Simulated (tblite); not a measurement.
C8H8.
SMILES with atom numbers: `[CH3:1][CH:2]1[c:3]2[cH:4][cH:5][cH:6][cH:7][c:8]21` (hydrogens: H9, H10, H11 on C1; H12 on C2; H13 on C4; H14 on C5; H15 on C6; H16 on C7)

Computed with GFN2-xTB (tblite), gas phase: Langevin dynamics at 400 K from the optimised GFN2-xTB geometry, time step 0.5 fs, friction 0.01 fs⁻¹, 2000 steps. The instantaneous temperature is 2·E(kin)/(3Nk) with all 3N coordinates.

| t (fs) | T (K) | E(pot) above start (eV) | C1–C2 (Å) | C2–C3 (Å) | C3–C4 (Å) | C4–C5 (Å) | C5–C6 (Å) | C1–H9 (Å) |
| --- | --- | --- | --- | --- | --- | --- | --- | --- |
| 0 | 325 | 0.000 | 1.511 | 1.491 | 1.357 | 1.409 | 1.383 | 1.089 |
| 50 | 289 | 0.425 | 1.555 | 1.499 | 1.338 | 1.416 | 1.406 | 1.133 |
| 100 | 318 | 0.735 | 1.520 | 1.511 | 1.416 | 1.335 | 1.397 | 1.050 |
| 150 | 284 | 0.762 | 1.538 | 1.520 | 1.372 | 1.400 | 1.434 | 1.116 |
| 200 | 339 | 0.952 | 1.548 | 1.487 | 1.399 | 1.351 | 1.420 | 1.073 |
| 250 | 461 | 0.705 | 1.557 | 1.497 | 1.367 | 1.404 | 1.425 | 1.153 |
| 300 | 454 | 0.748 | 1.484 | 1.499 | 1.403 | 1.429 | 1.362 | 1.038 |
| 350 | 398 | 0.668 | 1.479 | 1.531 | 1.350 | 1.368 | 1.381 | 1.129 |
| 400 | 375 | 0.368 | 1.565 | 1.508 | 1.363 | 1.408 | 1.384 | 1.085 |
| 450 | 369 | 0.580 | 1.490 | 1.504 | 1.369 | 1.417 | 1.408 | 1.098 |
| 500 | 331 | 0.718 | 1.504 | 1.496 | 1.341 | 1.399 | 1.434 | 1.054 |
| 550 | 379 | 0.609 | 1.476 | 1.503 | 1.368 | 1.445 | 1.410 | 1.078 |
| 600 | 348 | 0.798 | 1.503 | 1.553 | 1.349 | 1.404 | 1.362 | 1.106 |
| 650 | 359 | 0.604 | 1.526 | 1.486 | 1.356 | 1.428 | 1.412 | 1.045 |
| 700 | 352 | 0.588 | 1.521 | 1.451 | 1.348 | 1.417 | 1.354 | 1.143 |
| 750 | 428 | 0.494 | 1.526 | 1.538 | 1.373 | 1.413 | 1.385 | 1.049 |
| 800 | 320 | 0.608 | 1.526 | 1.489 | 1.387 | 1.455 | 1.400 | 1.108 |
| 850 | 282 | 0.621 | 1.501 | 1.470 | 1.359 | 1.423 | 1.363 | 1.057 |
| 900 | 521 | 0.736 | 1.538 | 1.525 | 1.354 | 1.479 | 1.380 | 1.123 |
| 950 | 645 | 0.680 | 1.586 | 1.561 | 1.367 | 1.467 | 1.337 | 1.058 |
| 1000 | 553 | 0.857 | 1.466 | 1.510 | 1.383 | 1.410 | 1.397 | 1.179 |

Question: From 500 fs on, how do temperature and potential energy compare with equipartition?

Answer: The mean temperature of these 11 frames is 411 K against the target 400 K, and the mean potential energy 0.66 eV against 42 × kT/2 = 0.72 eV for 42 classical harmonic modes. For 16 atoms in a canonical ensemble the temperature itself scatters by T·√(2/(3N)) = 82 K; here its standard deviation is 109 K. The whole run lasts only 10 friction times of 100 fs, so these averages carry a wide statistical error.

Question: What are the kinetic and total energies of the listed frame with the highest potential energy?

Answer: The one at 200 fs, 0.952 eV above the start. Its kinetic energy is 3NkT/2 = 0.702 eV at 339 K, so the sum is 1.65 eV; over the listed frames the sum runs from 0.67 to 2.01 eV, since the thermostat adds and removes energy.

Question: How much do the listed bonds fluctuate from 500 fs on?

Answer: 
```csv
bond,at the start (Å),mean (Å),standard deviation (Å)
C1–C2,1.511,1.516,0.031
C2–C3,1.491,1.508,0.033
C3–C4,1.357,1.362,0.014
C4–C5,1.409,1.431,0.025
C5–C6,1.383,1.385,0.028
C1–H9,1.089,1.091,0.042
```

The motion is classical and holds no zero-point motion.

What follows is the cost of the whole dynamics run. Time: 11 s wall; peak memory 0.18 GiB. Hardware: an Arm Neoverse V1 with one thread, shared host with 32 logical CPUs at a one-minute load of 18.
